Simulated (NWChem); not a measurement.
Program: NWChem. System: trisilylphosphine (H9PSi3), charge 0, spin multiplicity 1, at a geometry optimised with B3LYP/def2-SVP. Level: PBE0/def2-SVP.

The NWChem input:

```
start mol
memory heap 200 mb stack 900 mb global 1100 mb
geometry units angstroms nocenter noautoz
  Si    -1.013059     0.172990     1.739541
  P      0.035573    -0.854008     0.000000
  Si    -1.013059     0.172990    -1.739541
  Si     1.999392     0.296614     0.000000
  H     -2.420746    -0.317687     1.778556
  H     -1.024073     1.664169     1.647133
  H     -0.315406    -0.227132     2.995324
  H     -2.420746    -0.317687    -1.778556
  H     -0.315406    -0.227132    -2.995324
  H     -1.024073     1.664169    -1.647133
  H      2.763590    -0.103235    -1.216516
  H      2.763590    -0.103235     1.216516
  H      1.833819     1.781586     0.000000
  symmetry group Cs
end
basis spherical
  * library def2-svp
end
dft
  xc pbe0
  semidirect memsize 60000000 filesize 0
  iterations 100
end
task dft energy
```

Part of the output:

```
             Northwest Computational Chemistry Package (NWChem) 7.3.0
             --------------------------------------------------------

                                NWChem Input Module
                                -------------------

 Scaling coordinates for geometry "geometry" by  1.889725989
 (inverse scale =  0.529177249)

 Turning off AUTOSYM since
 SYMMETRY directive was detected!

                             Geometry "geometry" -> ""
                             -------------------------

 Output coordinates in angstroms (scale by  1.889725989 to convert to a.u.)

  No.       Tag          Charge          X              Y              Z
 ---- ---------------- ---------- -------------- -------------- --------------
    1 Si                  14.0000    -1.01305900     0.17299000     1.73954100
    2 P                   15.0000     0.03557300    -0.85400800     0.00000000
    3 Si                  14.0000    -1.01305900     0.17299000    -1.73954100
    4 Si                  14.0000     1.99939200     0.29661400     0.00000000
    5 H                    1.0000    -2.42074600    -0.31768700     1.77855600
    6 H                    1.0000    -1.02407300     1.66416900     1.64713300
    7 H                    1.0000    -0.31540600    -0.22713200     2.99532400
    8 H                    1.0000    -2.42074600    -0.31768700    -1.77855600
    9 H                    1.0000    -0.31540600    -0.22713200    -2.99532400
   10 H                    1.0000    -1.02407300     1.66416900    -1.64713300
   11 H                    1.0000     2.76359000    -0.10323500    -1.21651600
   12 H                    1.0000     2.76359000    -0.10323500     1.21651600
   13 H                    1.0000     1.83381900     1.78158600     0.00000000

 Effective nuclear repulsion energy (a.u.)     341.5235393546

            Nuclear Dipole moment (a.u.)
            ----------------------------
        X                 Y               Z
 ---------------- ---------------- ----------------
    -0.0000377945     0.0000226767    -0.0000000000

      Symmetry information
      --------------------

 Group name             Cs
 Group number              2
 Group order               2
 No. of unique centers     8

      Symmetry unique atoms

     1    2    4    5    6    7   11   13


 Summary of "ao basis" -> "" (spherical)
 ------------------------------------------------------------------------------
       Tag                 Description            Shells   Functions and Types
 ---------------- ------------------------------  ------  ---------------------
 *                          def2-svp                  on all atoms

                                 NWChem DFT Module
                                 -----------------

 Summary of "ao basis" -> "ao basis" (spherical)
 ------------------------------------------------------------------------------
       Tag                 Description            Shells   Functions and Types
 ---------------- ------------------------------  ------  ---------------------
 Si                         def2-svp                 8       18   4s3p1d
 P                          def2-svp                 8       18   4s3p1d
 H                          def2-svp                 3        5   2s1p

 Summary of "ao basis" -> "ao basis" (spherical)
 ------------------------------------------------------------------------------
       Tag                 Description            Shells   Functions and Types
 ---------------- ------------------------------  ------  ---------------------
[...]
 d= 0,ls=0.0,diis     3  -1214.3602421153 -8.86D-03  9.65D-04  1.03D-02     1.7
 d= 0,ls=0.0,diis     4  -1214.3621443331 -1.90D-03  1.98D-04  1.87D-04     2.0
 d= 0,ls=0.0,diis     5  -1214.3621796970 -3.54D-05  6.22D-05  2.36D-05     2.3
  Resetting Diis
 d= 0,ls=0.0,diis     6  -1214.3621842410 -4.54D-06  1.46D-05  1.93D-06     2.6
 d= 0,ls=0.0,diis     7  -1214.3621846041 -3.63D-07  1.68D-06  7.51D-09     2.8

         Total DFT energy =    -1214.362184604056
      One electron energy =    -2361.326504756443
           Coulomb energy =      894.216704429085
    Exchange-Corr. energy =      -88.775923631333
 Nuclear repulsion energy =      341.523539354636

 Numeric. integr. density =       66.000010093040

     Total iterative time =      2.6s

                  Occupations of the irreducible representations
                  ----------------------------------------------

                     irrep           alpha         beta
                     --------     --------     --------
                     a'               21.0         21.0
                     a"               12.0         12.0

                       DFT Final Molecular Orbital Analysis
                       ------------------------------------

 Vector   31  Occ=2.000000D+00  E=-3.191300D-01  Symmetry=a'
              MO Center=  1.5D-01, -3.0D-01, -9.4D-12, r^2= 5.3D+00
   Bfn.  Coefficient  Atom+Function         Bfn.  Coefficient  Atom+Function
  ----- ------------  ---------------      ----- ------------  ---------------
    29      0.318582   2 P  px               26      0.290854   2 P  px
    62     -0.228476   4 Si px               65     -0.212091   4 Si px
    73      0.163917   5 H  s                88      0.163917   8 H  s
    23     -0.162236   2 P  px              103     -0.127588  11 H  s
   108     -0.127588  12 H  s                59      0.125916   4 Si px

 Vector   32  Occ=2.000000D+00  E=-3.190868D-01  Symmetry=a"
              MO Center= -1.2D-01, -3.2D-01,  9.5D-12, r^2= 5.2D+00
   Bfn.  Coefficient  Atom+Function         Bfn.  Coefficient  Atom+Function
  ----- ------------  ---------------      ----- ------------  ---------------
    31      0.318983   2 P  pz               28      0.291155   2 P  pz
    10     -0.192165   1 Si pz               46     -0.192165   3 Si pz
    13     -0.177209   1 Si pz               49     -0.177209   3 Si pz
    83     -0.168221   7 H  s                93      0.168221   9 H  s
    25     -0.162408   2 P  pz              103      0.115611  11 H  s

 Vector   33  Occ=2.000000D+00  E=-2.663328D-01  Symmetry=a'
              MO Center=  2.2D-02, -5.4D-01, -5.0D-15, r^2= 3.6D+00
   Bfn.  Coefficient  Atom+Function         Bfn.  Coefficient  Atom+Function
  ----- ------------  ---------------      ----- ------------  ---------------
    30      0.510608   2 P  py               27      0.336882   2 P  py
    21     -0.265560   2 P  s                24     -0.194690   2 P  py
    22     -0.176062   2 P  s                20     -0.154833   2 P  s
    79     -0.126911   6 H  s                99     -0.126911  10 H  s
   114     -0.126995  13 H  s                78     -0.125030   6 H  s

 Vector   34  Occ=0.000000D+00  E=-7.406366D-04  Symmetry=a'
              MO Center= -6.3D-03,  1.7D-01, -1.6D-13, r^2= 7.3D+00
   Bfn.  Coefficient  Atom+Function         Bfn.  Coefficient  Atom+Function
  ----- ------------  ---------------      ----- ------------  ---------------
    22      1.383339   2 P  s                30      0.656642   2 P  py
    65      0.600141   4 Si px               13      0.535244   1 Si pz
    49     -0.535244   3 Si pz               66      0.444225   4 Si py
    12      0.405190   1 Si py               48      0.405190   3 Si py
    11     -0.324721   1 Si px               47     -0.324721   3 Si px

 Vector   35  Occ=0.000000D+00  E= 3.337312D-03  Symmetry=a'
              MO Center= -3.8D-01,  9.8D-02, -1.8D-10, r^2= 6.7D+00
   Bfn.  Coefficient  Atom+Function         Bfn.  Coefficient  Atom+Function
  ----- ------------  ---------------      ----- ------------  ---------------
    84      0.663113   7 H  s                94      0.663113   9 H  s
    11     -0.601111   1 Si px               47     -0.601111   3 Si px
    66     -0.470456   4 Si py               13     -0.430698   1 Si pz
    49      0.430698   3 Si pz               74     -0.383966   5 H  s
    89     -0.383966   8 H  s               114      0.327588  13 H  s

 Vector   36  Occ=0.000000D+00  E= 3.353998D-03  Symmetry=a"
              MO Center=  3.7D-01,  1.3D-01,  1.8D-10, r^2= 6.7D+00
   Bfn.  Coefficient  Atom+Function         Bfn.  Coefficient  Atom+Function
  ----- ------------  ---------------      ----- ------------  ---------------
    67      0.840451   4 Si pz              104      0.604753  11 H  s
   109     -0.604753  12 H  s                74      0.543769   5 H  s
    89     -0.543769   8 H  s                12      0.432518   1 Si py
    48     -0.432518   3 Si py               11      0.414112   1 Si px
    47     -0.414112   3 Si px               79     -0.285115   6 H  s

 center of mass
 --------------
 x =   0.00294825 y =  -0.07057985 z =   0.00000000

 moments of inertia (a.u.)
 ------------------
         849.525801252942         -24.386913695666          -0.000000000000
         -24.386913695666        1444.286765654564           0.000000000000
          -0.000000000000           0.000000000000         849.470969712021

     Multipole analysis of the density
     ---------------------------------

     L   x y z        total         alpha         beta         nuclear
     -   - - -        -----         -----         ----         -------
     0   0 0 0     -0.000000    -33.000000    -33.000000     66.000000

     1   1 0 0     -0.012729     -0.006346     -0.006346     -0.000038
     1   0 1 0      0.314654      0.157316      0.157316      0.000023
     1   0 0 1      0.000000      0.000000      0.000000     -0.000000

     2   2 0 0    -43.622641   -231.388523   -231.388523    419.154404
     2   1 1 0      0.115986     -6.922370     -6.922370     13.960726
     2   1 0 1     -0.000000     -0.000000     -0.000000      0.000000
     2   0 2 0    -46.411762    -62.574877    -62.574877     78.737992
     2   0 1 1      0.000000      0.000000      0.000000      0.000000
     2   0 0 2    -43.614677   -231.401052   -231.401052    419.187428

 Task  times  cpu:        2.9s     wall:        2.9s

 Total times  cpu:        2.9s     wall:        2.9s
```
